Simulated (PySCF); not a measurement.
C2H5BeBr. Atoms are numbered in the order given.

```xyz
9

Be     0.3285    -0.5337     0.0000
Br    -0.0571     1.3974     0.0000
C      0.6618    -2.1740     0.0000
C     -0.5479    -3.1314     0.0000
H      1.3061    -2.3928    -0.8754
H      1.3061    -2.3928     0.8754
H     -1.1873    -2.9824     0.8858
H     -1.1873    -2.9824    -0.8858
H     -0.2384    -4.1904     0.0000
```

Coordinates come from a B3LYP-D3(BJ)/def2-SVP optimisation. The structure was generated by enumeration; whether it is a known compound was not checked. Other conformers were not sampled.

The numbers are results of PySCF with TDDFT-PBE/def2-SVPD, not measurements.

Vertical excitations. Gas-phase values at a fixed geometry. State labels are in the subgroup Cs.

```csv
state,symmetry,energy (eV),λ (nm),f,main pairs
S1,A',5.89,211,0.015,HOMO→LUMO 99 %
S2,A",6.05,205,0.011,HOMO→LUMO+1 98 %
S3,A',6.33,196,0.047,HOMO→LUMO+2 97 %
S4,A",6.39,194,0.000,HOMO−1→LUMO 99 %
S5,A',6.49,191,0.006,"HOMO−2→LUMO 59 %, HOMO−1→LUMO+1 40 %"
S6,A",6.57,189,0.000,HOMO−2→LUMO+1 99 %
S7,A",6.91,179,0.055,HOMO−1→LUMO+2 99 %
S8,A',6.92,179,0.062,HOMO−2→LUMO+2 95 %
S9,A',7.12,174,0.006,HOMO→LUMO+3 94 %
S10,A",7.17,173,0.001,HOMO−3→LUMO 100 %
T1,A',5.34,232,0,HOMO→LUMO 99 %
T2,A",5.48,226,0,HOMO→LUMO+1 98 %
T3,A',5.93,209,0,"HOMO→LUMO+2 62 %, HOMO−2→LUMO 25 %, HOMO−1→LUMO+1 10 %"
T4,A',6.07,204,0,"HOMO−2→LUMO 55 %, HOMO→LUMO+2 36 %, HOMO−1→LUMO+1 8 %"
```
Triplets are in the Tamm–Dancoff approximation, which puts them higher than full response would, so one can lie above its singlet here.
